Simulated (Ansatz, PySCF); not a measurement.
CH₅Si, doublet, at a GFN2-xTB geometry, atoms displaced at random by about 0.03 Å a coordinate. Base run: PBE0/def2-SVP, gradient (PySCF).

PySCF was given this input:
```python
from pyscf import gto, scf, dft

mol = gto.M(
    atom='''
C    -0.03988086    0.12273590   -1.26335409
Si    0.02855322   -0.01993587    0.59124478
H    -0.94264189    0.26084403   -1.83268313
H     0.87772839    0.24680608   -1.86301022
H     0.08257659    1.21857147    1.25346632
H    -1.21862758   -0.79392315    0.93681583
H     1.21608807   -0.79652623    0.99172511
''',
    basis='def2-svp',
    spin=1,
    verbose=4,
)

mf = dft.UKS(mol)
mf.xc = 'pbe0'
mf.kernel()
g = mf.nuc_grad_method()
grad = g.kernel()
```

Programs used: Ansatz (a first-principles code), PySCF; a row that names a program was run with it.

The coordinate followed is x of atom 2.

Each row names what was changed in the base input (with any setting that the change needs).

| change | dE/dx (Eh/bohr) | net force (Eh/bohr) |
|---|---|---|
| base | 0.014071 | 0.000002 |
| finite difference step (bohr) = 1e-3; conv_tol = 1e-11 | 0.014072 | - |
| grid_response = on | 0.014072 | 0.000000 |
| conv_tol = 1e-6 | 0.014068 | 0.000002 |
| conv_tol = 1e-4 | 0.014062 | 0.000002 |
| finite difference step (bohr) = 0.01; conv_tol = 1e-11 | 0.014071 | - |
| finite difference step (bohr) = 1e-5; conv_tol = 1e-11 | 0.014071 | - |
| density fitting = on; auxbasis_response = off | 0.014049 | 0.000109 |
| grids.level = 0; grid_response = on | 0.013259 | 0.000000 |
| conv_tol = 1e-11 | 0.014071 | 0.000002 |
| grids.level = 5; grid_response = off | 0.014070 | 0.000000 |
| code = ansatz | 0.014070 | 0.000000 |

The net force is zero for an exact gradient.

Open shells are given as the SCF converged; they aren't shown to be the lowest states, and a large step between rows can be another state.
